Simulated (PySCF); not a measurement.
A GIAO shielding run with PySCF (density fitting, non-relativistic, gas phase) on `InChI=1S/C8H9FS/c1-2-10-8-5-3-7(9)4-6-8/h3-6H,2H2,1H3`:

```
$ OMP_NUM_THREADS=1 python probes_run.py task.json out

{"job": {"kind": "nmr", "xc": "PBE0", "basis": "pcSseg-1"}, "charge": 0, "multiplicity": 1}
C      2.554592     0.934545    -0.538381
C      2.223662    -0.409959    -1.156456
S      1.350068    -1.513439     0.008404
C     -0.225097    -0.752098     0.259518
C     -0.929446    -1.161114     1.390736
C     -2.181001    -0.648042     1.661222
C     -2.720347     0.284462     0.791533
F     -3.941152     0.800417     1.052199
C     -2.042237     0.700307    -0.338368
C     -0.791272     0.174030    -0.606953
H      3.166890     0.799027     0.349906
H      3.105794     1.543872    -1.251767
H      1.648762     1.465478    -0.253663
H      1.626552    -0.315275    -2.062573
H      3.132253    -0.962217    -1.396021
H     -0.483687    -1.888254     2.051238
H     -2.735365    -0.955157     2.533465
H     -2.491692     1.422781    -1.001189
H     -0.277081     0.489887    -1.500312
```

Hardware: 1 thread of an Arm Neoverse V2, shared host. The job also computes population analyses, field gradients, ring-centre shieldings.

Task: How large is the calculation?

Result: 82 electrons, 222 basis functions and 1168 auxiliary functions.

Task: How long does it take, and how much memory does it need?

Result: 41 s of wall time, with 14 SCF cycles and 5 response iterations; peak memory 1.1 GiB. Times on a shared host scatter by some tens of per cent.
